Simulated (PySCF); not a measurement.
# Molecular orbitals of HfH

ωB97X-V at R = 1.836 Å; Hf def2-TZVPPD with ECP60, H def2-TZVPPD; scalar-relativistic core potentials (PySCF 2.14). State: ²Δ (doublet), unpaired electrons δ ↑. Only the outer orbitals are listed, counted within each symmetry, core potentials removing the inner ones.

| spin | orbital | occ. | ε (eV) | on Hf (%) | main shells (%) |
| --- | --- | --- | --- | --- | --- |
| α | 1π | 1 | -39.63 | 100 | 100 Hf p |
| α | 1π | 1 | -39.63 | 100 | 100 Hf p |
| α | 2σ | 1 | -39.55 | 99 | 99 Hf p |
| α | 3σ | 1 | -10.91 | 44 | 56 H s, 21 Hf s, 17 Hf d |
| α | 4σ | 1 | -7.25 | 99 | 69 Hf s, 25 Hf d |
| α | 1δ | 1 | -6.97 | 100 | 100 Hf d |
| α | 5σ | 0 | 0.10 | 86 | 48 Hf p, 35 Hf d, 15 H s |
| α | 2π | 0 | 0.26 | 100 | 74 Hf p, 26 Hf d |
| α | 2π | 0 | 0.26 | 100 | 74 Hf p, 26 Hf d |
| β | 2σ | 1 | -39.32 | 99 | 99 Hf p |
| β | 1π | 1 | -38.73 | 100 | 100 Hf p |
| β | 1π | 1 | -38.73 | 100 | 100 Hf p |
| β | 3σ | 1 | -10.97 | 42 | 57 H s, 21 Hf s, 16 Hf d |
| β | 4σ | 1 | -6.67 | 97 | 71 Hf s, 16 Hf d, 11 Hf p |
| β | 5σ | 0 | 0.28 | 87 | 46 Hf p, 42 Hf d, 14 H s |
| β | 2π | 0 | 0.40 | 100 | 82 Hf p, 18 Hf d |
| β | 2π | 0 | 0.40 | 100 | 82 Hf p, 18 Hf d |

Problem. Which are the highest filled and the lowest empty level, where do they sit, and how wide is the gap?

Solution. Highest filled β 4σ at -6.67 eV (in %: 71 Hf s, 16 Hf d, 11 Hf p); lowest empty α 5σ at 0.10 eV (in %: 48 Hf p, 35 Hf d, 15 H s); the gap at ωB97X-V is 6.77 eV. An empty level above zero is unbound, and its energy depends on the basis.

```
bond order (Mayer)                              : 0.91
⟨S²⟩                                            : 0.775
charge on Hf (Mulliken, basis-dependent)        : 0.20
charge on Hf (Löwdin, basis-dependent)          : 0.35
dipole moment (positive dipole means Hf(−)H(+)) : -1.33 D
```

Spin–orbit coupling is left out. With d or f electrons several states lie close, and the lowest PBE0 determinant need not be the measured ground state.
